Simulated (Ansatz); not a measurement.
Input for Ansatz (development build ahead of 0.2.0):

```yaml
crystal:
  periodic: [false, false, false]
  atoms:
    - { symbol: Zn, position_ang: [0.0, 0.0, 0.0] }
basis:
  gaussian: { orbitals: def2-TZVP }
hamiltonian:
  xc: hf
correlation:
  method: mp2
  frozen_orbitals: { Zn: 5 }
```

The input is written out in the form of the current development build from the run's settings.

Output:

```json
{"Converged": "yes", "Reference energy": "-1777.80707 hartree", "Correlation energy": "-0.65311 hartree", "Total energy": "-1778.46018 hartree"}
```
